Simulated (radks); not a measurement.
Q: Species: neutral iodine. Configuration: [Kr] 4d10 5s2 5p4 7f1 (not the ground configuration). Calculated with a radial shooting solver on a logarithmic mesh with Libxc functionals: Dirac Kohn-Sham, LDA (Slater exchange, Perdew-Wang correlation), spin-unpolarised, spherical densities, finite nucleus; open shells are shared between the two j in proportion to 2j + 1; Fermi nuclear charge, rms radius 4.75 fm. Some entries of the table are withheld. Estimate them.

orbital      occ.  eigenvalue (Ry)  r(max) (bohr)
1s1/2           2        -2420.349        0.01755
2s1/2           2        -374.4652        0.09935
2p1/2           2              (1)        0.07614
2p3/2           4              (2)        0.08094
3s1/2           2        -76.07205         0.2862
3p1/2           2        -66.58815         0.2724
3p3/2           4        -62.46358         0.2832
3d3/2           4        -45.68239         0.2297
3d5/2           6        -44.81405         0.2328
4s1/2           2        -13.88481         0.6806
4p1/2           2        -10.57130         0.6981
4p3/2           4         -9.75983         0.7228
4d3/2           4              (3)            (4)
4d5/2           6              (5)            (6)
5s1/2           2              (7)            (8)
5p1/2     1.33333         -1.15418          1.917
5p3/2     2.66667         -1.06768          1.999
7f5/2    0.428571         -0.01683            (9)
7f7/2    0.571429         -0.01683           (10)

A: 
(1) 2p1/2 eigenvalue (Ry): -351.5782
(2) 2p3/2 eigenvalue (Ry): -329.6518
(3) 4d3/2 eigenvalue (Ry): -4.42558
(4) 4d3/2 r(max) (bohr): 0.7732
(5) 4d5/2 eigenvalue (Ry): -4.29864
(6) 4d5/2 r(max) (bohr): 0.7820
(7) 5s1/2 eigenvalue (Ry): -1.90013
(8) 5s1/2 r(max) (bohr): 1.683
(9) 7f5/2 r(max) (bohr): 72.83
(10) 7f7/2 r(max) (bohr): 72.83
